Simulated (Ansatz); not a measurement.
Geometry optimisation, RKS PBE0/6-31G* in Ansatz.

input.yaml

```yaml
crystal:
  periodic: [false, false, false]
  atoms:
    - { symbol: B, position_ang: [-0.018873, -0.360591, 0.122142] }
    - { symbol: O, position_ang: [-0.06179, -0.964714, 1.359832] }
    - { symbol: H, position_ang: [-0.949547, -0.929241, 1.731891] }
    - { symbol: F, position_ang: [1.155966, -0.344214, -0.49184] }
    - { symbol: H, position_ang: [-0.986955, 0.066738, -0.437213] }
    - { symbol: Si, position_ang: [0.119247, 2.654757, 1.059517] }
    - { symbol: H, position_ang: [0.845679, 3.414197, 2.113237] }
    - { symbol: H, position_ang: [0.859977, 2.746422, -0.224203] }
    - { symbol: H, position_ang: [-1.247905, 3.217946, 0.882026] }
    - { symbol: H, position_ang: [0.009101, 1.253399, 1.492311] }
basis:
  gaussian: { orbitals: "6-31G*" }
hamiltonian:
  xc: pbe0
relax:
  f_tol: 0.03
  max_steps: 50
```

Launched with:

```bash
$ ansatz run input.yaml --threads 1 --pin off --max-ram 2048MiB --backend cpu --events-out ev --progress --plain --runs-dir out
```

Task: Where does it end, and by what steps?

Result: The forces met the threshold. After 6 steps the energy has fallen by 0.220 eV; H10 moved furthest, 0.49 Å.

```json
{"step": "0", "energy less start (eV)": "0.0000", "largest force component (eV/Å)": "0.937", "accepted": "yes"}
{"step": "1", "energy less start (eV)": "-0.1482", "largest force component (eV/Å)": "0.505", "accepted": "yes"}
{"step": "2", "energy less start (eV)": "-0.1689", "largest force component (eV/Å)": "0.783", "accepted": "yes"}
{"step": "3", "energy less start (eV)": "-0.2094", "largest force component (eV/Å)": "0.524", "accepted": "yes"}
{"step": "4", "energy less start (eV)": "-0.2148", "largest force component (eV/Å)": "0.416", "accepted": "yes"}
{"step": "5", "energy less start (eV)": "-0.2188", "largest force component (eV/Å)": "0.188", "accepted": "yes"}
{"step": "6", "energy less start (eV)": "-0.2197", "largest force component (eV/Å)": "0.028", "accepted": "yes"}
```

```xyz
10
Properties=species:S:1:pos:R:3
B -0.037 -0.788 0.016
O -0.080 -1.351 1.242
H -0.968 -1.309 1.617
F 1.126 -0.773 -0.616
H -0.998 -0.309 -0.522
Si 0.139 3.059 1.173
H 0.905 3.892 2.138
H 0.866 2.991 -0.123
H -1.208 3.656 0.958
H -0.020 1.686 1.725
```

Whether the end is a true minimum wasn't checked by a vibrational analysis.

The run took 26 s on 1 thread of Arm Neoverse V2, on a shared host, peak memory 0.17 GiB.
